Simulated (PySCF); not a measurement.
**How methods differ on the excitation energy of Si²⁺**

Si²⁺ [Ne] 3s2 (1S) → Si²⁺ [Ne] 3s1 4s1 (3S), as a difference of total energies. All numbers are calculated (PySCF 2.14, no relativity, point nucleus, in dyall-acv3z (19s12p6d4f, 113 functions)). Correlated levels: valence: [Ne] frozen; virtual orbitals above 40 to 60 times the deepest correlated orbital energy dropped. The calculations carry no spin-orbit coupling.

| method | excitation energy (eV) |
| --- | --- |
| UHF | 17.795 |
| MP2 (valence) | 18.565 |
| SCS-MP2 (valence) | 18.826 |
| CCSD (valence) | 18.804 |

How much does correlation contribute at MP2 (valence)?

18.565 − (17.795) = 0.770 eV, measured against UHF.

The promoted electron is Rydberg-like, and one or two diffuse shells describe it only roughly, which tends to raise the upper state.

With two correlated electrons CCSD is exact in that space.
